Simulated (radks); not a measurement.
The numbers below are computed, except where a source is named.
Species: Ni II. Configuration: [Ar] 3d9 (the NIST ground configuration). Code: a radial shooting solver on a logarithmic mesh with Libxc functionals. Model: non-relativistic Kohn-Sham, LB94 model potential, spin-polarised, spherical densities, point nucleus; open shells are filled with parallel spins first.

X-ray form factor f0, the Fourier transform of the density (f0(0) = 27):

sin(theta)/lambda (1/angstrom),f0 (electrons)
0.05,26.652
0.1,25.673
0.15,24.229
0.2,22.514
0.25,20.695
0.3,18.892
0.4,15.605
0.5,12.928
0.6,10.886
0.8,8.315
1,6.959
1.25,5.925
1.5,5.084
2,3.586
